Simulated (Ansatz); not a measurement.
CH₆F₂Si₂, SMILES `F[SiH2]C[SiH2]F`, relaxed with RKS PBE0-D4/def2-TZVP in the Gaussian-basis code of Ansatz from a PBE-D4/def2-SVP geometry. The force threshold is 0.005 eV/Å; the program also tests the step.

Total charge 0; spin multiplicity 1.

Start:

```xyz
11

F     2.175    1.685    1.012
Si    0.941    1.246    0.018
C     0.095   -0.271    0.743
Si   -1.034   -1.135   -0.483
F    -1.679    0.032   -1.454
H     1.534    0.926   -1.323
H    -0.009    2.401   -0.064
H    -0.476    0.033    1.646
H     0.880   -0.987    1.071
H    -2.171   -1.852    0.190
H    -0.257   -2.078   -1.356
```

(1) How much energy does the relaxation release, and in how many steps? (Best estimate.)

(2) Which bonds change most? (An estimate is asked.)

(3) Give the relaxed structure. (An estimate is asked.)

Results:

(1) The calculation gave: 8.91 kJ/mol, in 13 steps, 1 of them rejected.

(2) The calculation gave: Si4–F5 from 1.649 to 1.604 Å; F1–Si2 from 1.644 to 1.603 Å; Si2–C3 from 1.883 to 1.858 Å; C3–Si4 from 1.877 to 1.857 Å.

(3) The calculation gave: 
```xyz
11

F     2.113    1.675    1.076
Si    1.002    1.215    0.016
C     0.055   -0.223    0.715
Si   -1.056   -1.109   -0.479
F    -1.963   -0.032   -1.246
H     1.713    0.822   -1.225
H     0.116    2.375   -0.233
H    -0.529    0.116    1.577
H     0.781   -0.960    1.083
H    -1.973   -2.046    0.215
H    -0.259   -1.831   -1.500
```
